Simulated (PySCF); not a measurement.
PySCF 2.14 output of an unrestricted PBE0 calculation on a single atom or ion in aug-cc-pVTZ (8s7p5d3f2g, 93 functions), with the non-relativistic Hamiltonian (point nucleus):

```
SCF conv_tol = 1e-09
number electrons alpha = 15  beta = 9
    C. Adamo and V. Barone.,  J. Chem. Phys. 110, 6158 (1999)
    M. Ernzerhof and G. E. Scuseria.,  J. Chem. Phys. 110, 5029 (1999)
cycle= 1 E= -1150.13387235521  delta_E= -0.00799  |g|= 0.0188  |ddm|= 1.34
cycle= 2 E= -1150.13396182498  delta_E= -8.95e-05  |g|= 0.00606  |ddm|= 0.19
cycle= 3 E= -1150.13396422234  delta_E= -2.4e-06  |g|= 0.00293  |ddm|= 0.0434
cycle= 4 E= -1150.13396471678  delta_E= -4.94e-07  |g|= 0.000152  |ddm|= 0.0209
cycle= 5 E= -1150.13396472778  delta_E= -1.1e-08  |g|= 1.74e-05  |ddm|= 0.0031
cycle= 6 E= -1150.13396472771  delta_E= 6.93e-11  |g|= 1.02e-05  |ddm|= 0.000262
converged SCF energy = -1150.13396472771  <S^2> = 12.000579  2S+1 = 7.0001653
```

The run itself started from symmetry-adapted Hartree-Fock orbitals and held the occupation by maximum overlap, on a logarithmic radial grid, so the iterations belong to that start.

Task: Which element, charge and spin multiplicity is this?

Result: Mn⁺ (manganese, charge +1), multiplicity 7; the state was [Ar] 3d4 4s1 4p1, one real determinant (an excited configuration).

⟨L²⟩ = 8.01 against 12 for a pure F term, so this real determinant mixes terms.
